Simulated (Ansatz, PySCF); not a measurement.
Process, species as SMILES: O[Si](O)(F)F [difluoro(dihydroxy)silane] -> O[Si](F)F + [OH] (HO) (the O-Si bond at the site shown breaks; other sites are not compared here)
Structures are relaxed separately at B3LYP-D3(BJ)/def2-TZVP in Ansatz (a quantum-chemistry and plane-wave program), one conformer each, not searched for the lowest. Frequencies are from Ansatz or PySCF.
Geometry of the first species:
SMILES: O[Si](O)(F)F
```xyz
7

O      1.5592    -0.4111    -0.1868
Si     0.0097     0.0006    -0.0100
O     -0.8955    -1.3260     0.2073
F     -0.2108     0.9984     1.2056
F     -0.4072     0.8080    -1.3029
H      1.9201    -1.1263     0.3420
H     -1.8031    -1.2425     0.5098
```

Wanted: bond dissociation energy (0 K, with B3LYP-D3(BJ) harmonic zero-point energies), in eV. Cores are frozen in the correlated levels unless marked. UHF or UKS for open shells. No spin-orbit coupling. No relativistic terms. Basis-set limits of correlation are two-point, X^-3; Hartree-Fock from the larger set. The bracket is a focal-point correction in the basis named.

| level | program | bond dissociation energy (eV) |
|---|---|---|
| revPBE/def2-TZVPD | Ansatz | 5.32 |

### Question
Estimate the value at RI-MP2/CBS(cc-pV(T+d)Z,cc-pV(Q+d)Z)+[CCSD(T)-MP2]/cc-pV(T+d)Z as computed with Ansatz.

### Answer
6.08 eV, so revPBE/def2-TZVPD differs from it by -0.76 eV.
